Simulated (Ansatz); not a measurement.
The Ga1–H2 bond of ClGaH2 (SMILES [Cl][GaH2]) is stretched (multiplicity 1, the rest rigid).
Geometry at rest (charge 0, multiplicity 1):
```xyz
4

Ga    -0.0029    -0.2319    -0.6712
H     -1.4091    -0.3118    -1.3346
H      1.3979    -0.5822    -1.2533
Cl     0.0059     0.4754     1.3761
```

Correlated levels freeze the cores. Filled d and f shells under p-block atoms count as core.

Programs: Ansatz (a program for electronic structure) with Gaussian orbitals. Values without a source in brackets are computed.

Energies above the point at 1.557 Å (the B3LYP-D3(BJ) bond length), FIC-MRCISD+Q on CASSCF(2,2)/def2-TZVPP (kcal/mol): 6.18 at 1.401 Å; 2.74 at 1.713 Å; 82.52 at 4.982 Å.

Task: Take the last value as the depth D of a Morse curve D(1 − e^(−a(R − R₀)))², fit a and R₀ to the two near points, and test it at 2.102 and 2.725 Å.

Result: 
With D = 82.5, both near points (counted from the curve's value at 1.557 Å) are met by a = 1.43 Å⁻¹ and R₀ = 1.571 Å, so k = 2Da² = 337 kcal/(mol Å²). The curve then gives 23.3 and 53.8 kcal/mol; the level itself gives 24.3 and 59.0, so Morse is off by -1.1 and -5.3.
